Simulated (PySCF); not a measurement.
**Core-level binding energies of `CC(C)=[Se]`**

Species: C3H6Se.
Numbering: `[CH3:1][C:2]([CH3:3])=[Se:4]`

Structure used (PBE0-D3(BJ)/def2-SVP), in Å, numbered top down from 1:
```xyz
10
C3H6Se angstrom
C     -1.1874   -0.4706   -0.0083
C     -0.1281    0.5789    0.0779
C      1.2771    0.0892   -0.0546
Se    -0.5117    2.2867    0.3200
H     -1.1197   -0.9950   -0.9781
H     -1.0224   -1.2400    0.7667
H     -2.1938   -0.0513    0.1058
H      2.0064    0.9048    0.0108
H      1.4046   -0.4375   -1.0171
H      1.4927   -0.6559    0.7317
```

The calculation used PySCF 2.14.0, delta-SCF UKS SCAN, pcX-2 on the ionised atom, pcseg-1 elsewhere, spin-free X2C. Each binding energy is the total energy of the core-ionised species, with the hole localised on one atom, minus that of the ground state; both are solved self-consistently, so orbital relaxation is included.

Q: Give the core binding energies atom by atom.

A: 
```tsv
atom(s)	environment	level	binding energy (eV)	count
C1/C3	methyl carbon	C 1s	291.13	2
```

Q: Which photon energy gives electrons from C 1s of C1/C3 a kinetic energy of 50 eV, and what is their de Broglie wavelength?

A: hν = 291.13 + 50 = 341.13 eV, recoil neglected; λ = 12.264 Å/√(E/eV) = 1.73 Å.

The first atom of each set that the bonding makes equivalent was ionised and stands for the set. The list is incomplete; no value stands for C 1s of C2 (hole states with ⟨S²⟩ of 1 or more are left out). No level of selenium is listed. Isolated species at its PBE0-D3(BJ)/def2-SVP geometry, gas phase.
